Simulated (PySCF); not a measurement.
Trend along the alkali metals: MLi molecules

r²SCAN with double-zeta basis sets in PySCF, for the lowest determinant that a PBE0 search found; no spin–orbit coupling. De refers to high-spin ground-configuration atoms. A positive dipole means M(−)Li(+).

```json
{"M": "Li", "basis": "def2-SVPD", "state (unpaired electrons)": "singlet (closed shell)", "Re (Å)": "2.819", "ωe (cm⁻¹)": "322", "De (eV)": "0.81", "μ (D)": "n/a"}
{"M": "Na", "basis": "jorge-DZP-DKH", "state (unpaired electrons)": "singlet (closed shell)", "Re (Å)": "2.949", "ωe (cm⁻¹)": "247", "De (eV)": "0.69", "μ (D)": "-0.27"}
{"M": "K", "basis": "x2c-SVPall", "state (unpaired electrons)": "singlet (closed shell)", "Re (Å)": "3.472", "ωe (cm⁻¹)": "198", "De (eV)": "0.58", "μ (D)": "-3.20"}
{"M": "Rb", "basis": "def2-SVP", "state (unpaired electrons)": "singlet (closed shell)", "Re (Å)": "3.621", "ωe (cm⁻¹)": "180", "De (eV)": "0.52", "μ (D)": "-3.68"}
{"M": "Cs", "basis": "def2-SVP", "state (unpaired electrons)": "singlet (closed shell)", "Re (Å)": "3.845", "ωe (cm⁻¹)": "168", "De (eV)": "0.52", "μ (D)": "-5.00"}
```

The shortest bond is that of Li2 (2.819 Å), the longest that of CsLi (3.845 Å).

The rows differ in basis set, which adds steps of its own.

Down a group the atoms grow and get heavier, so bonds lengthen and wavenumbers fall; this series shows no clear exception.

Closed-shell solutions of metal pairs were not tested for spin polarisation, which can lower them a little. Spin–orbit coupling is left out.
